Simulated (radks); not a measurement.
Task: The gadolinium ion Gd+, configuration [Xe] 4f7 5d0.5 6s1 6p0.5 (fractional occupations, a model configuration). All-electron calculation, Dirac Kohn-Sham, PBEsol, spin-unpolarised, spherical densities, finite nucleus; open shells are shared between the two j in proportion to 2j + 1; Fermi nuclear charge, rms radius 5.1569 fm. Program: a radial shooting solver on a logarithmic mesh with Libxc functionals.

Spin-orbit splittings of the eigenvalues, e(l+1/2) - e(l-1/2), with zeta = 2 splitting/(2l+1) and mean radii in bohr:

| shell | occ. | splitting (eV) | zeta (eV) | <r> j=l-1/2 | <r> j=l+1/2 |
|---|---|---|---|---|---|
| 2p | 6 | 695.4 | 463.6 | 0.07747 | 0.08431 |
| 3p | 6 | 142.6 | 95.08 | 0.2337 | 0.2468 |
| 3d | 10 | 31.09 | 12.43 | 0.2188 | 0.2229 |
| 4p | 6 | 31.81 | 21.21 | 0.5648 | 0.5944 |
| 4d | 10 | 5.751 | 2.300 | 0.6302 | 0.6406 |
| 4f | 7 | 0.7582 | 0.2166 | 0.8548 | 0.8670 |
| 5p | 6 | 4.422 | 2.948 | 1.487 | 1.580 |
| 5d | 0.5 | ? | ? | 2.434 | 2.494 |
| 6p | 0.5 | 0.4362 | 0.2908 | 4.360 | 4.578 |

Estimate the 5d splitting.

Result: 0.3403 eV (zeta = 0.1361 eV).
